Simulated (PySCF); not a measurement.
(2R)-1,1-difluoro-2-methylcyclopropane (C4H6F2), SMILES FC1(C[C@H]1C)F. The structure is a stationary point at PBE0-D3(BJ)/def2-SVP.

Computed equilibrium geometry at PBE0-D3(BJ)/def2-SVP (PySCF confirms it by a frequency run) as a Z-matrix:
```
C
H 1 1.0955
C 1 1.4777 2 113.84
F 3 1.3392 1 119.67 2 5.45
F 3 1.3407 4 109.66 1 -143.25
C 3 1.4750 4 119.66 5 -143.14
H 6 1.0925 3 117.94 4 -2.76
H 6 1.0935 7 115.81 3 -146.04
C 1 1.5033 2 116.04 3 147.65
H 9 1.0996 1 111.01 2 -175.63
H 9 1.1005 10 108.14 1 121.99
H 9 1.1006 10 107.57 11 116.42
```
